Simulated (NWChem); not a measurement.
System: C$_{2}$HBrF$_{2}$; SMILES F/C=C(\F)Br

NWChem input:

```
start job
memory heap 200 mb stack 900 mb global 1100 mb
geometry units angstroms noautosym nocenter noautoz
  F     -0.446208     2.746505     0.000000
  C     -0.730222     1.453202     0.000000
  C      0.235408     0.533376     0.000000
  F      1.513962     0.845223     0.000000
  Br    -0.128301    -1.298306     0.000000
  H     -1.791415     1.201203     0.000000
end
basis spherical
  F library aug-cc-pvdz
  C library aug-cc-pvdz
  Br library aug-cc-pvdz
  H library aug-cc-pvdz
end
dft
  xc b3lyp
  iterations 150
end
property
  response 1 0.0773
end
task dft property
```

Structure relaxed at the PBE0/def2-SVP level. B3LYP is NWChem's, with the RPA form of VWN correlation.

Field at 589 nm.

Task: What results follow from this input? (B3LYP/aug-cc-pVDZ.) Quantities: isotropic polarisability (bohr³); anisotropy (bohr³).

Result: 
```json
{
  "isotropic polarisability (bohr³)": "49.7",
  "anisotropy (bohr³)": "29.4"
}
```
